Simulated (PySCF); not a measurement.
A calculated (UHF, PySCF 2.14, aug-cc-pVQZ-DK, scalar relativity by spin-free X2C-1e) atom or ion has these occupied shells.

| shell | electrons | orbital energy (eV) | rms radius, mean of both spins (bohr) |
| --- | --- | --- | --- |
| 1s α | 1 | -719.28 | 0.204 |
| 1s β | 1 | -717.97 | 0.204 |
| 2s α | 1 | -45.615 | 1.10 |
| 2s β | 1 | -40.291 | 1.10 |
| 2p α | 3 | -20.931 | 1.24 |
| 2p β | 2 | -18.490 | 1.24 |

(1) Name the element and its charge.

## Answers

(1) F (fluorine, neutral), in [He] 2s2 2p5, 2P determinant.
